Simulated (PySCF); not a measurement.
C2H6BF2N, SMILES FCB(F)NC. Heavy atoms are numbered as in [CH3:1][NH:2][B:3]([F:4])[CH2:5][F:6]. Hydrogens are named by the atom that carries them.

Geometry optimised at TPSSh-D3(BJ)/def2-SVP. This is a generated structure with no PubChem entry under its InChIKey; it may be hypothetical. Other conformers were not sampled.

Level of theory: PBE0/pcSseg-1 (PySCF).

GIAO shieldings, no solvent; atoms alike by connectivity are averaged. δ = σ(ref) − σ: ¹³C against TMS (σ = 186.3 ppm); ¹⁵N against NH3 (σ = 267.4 ppm); ¹¹B against BF3 (σ = 88.8 ppm); ¹⁹F against CFCl3 (σ = 167.2 ppm); ¹H against TMS (σ = 31.56 ppm), references at their B3LYP-D3(BJ)/def2-TZVP geometries, non-relativistic.

```tsv
atoms	nucleus	count	δ (ppm)
C5 (CH2)	¹³C	1	79.0
C1 (CH3)	¹³C	1	30.3
N2 (NH)	¹⁵N	1	(withheld)
B3	¹¹B	1	(withheld)
F4	¹⁹F	1	(withheld)
F6	¹⁹F	1	-304.0
H on C5	¹H	2	4.68
H on N2	¹H	1	3.97
H on C1	¹H	3	(withheld)
```

**Question.** Fill in the missing entries. (Estimate from the structure and the level; the computed values follow.)

**Answer.** 
- H on C1, δ (ppm): 3.11
- B3, δ (ppm): 19.2
- N2 (NH), δ (ppm): 93.6
- F4, δ (ppm): -139.6
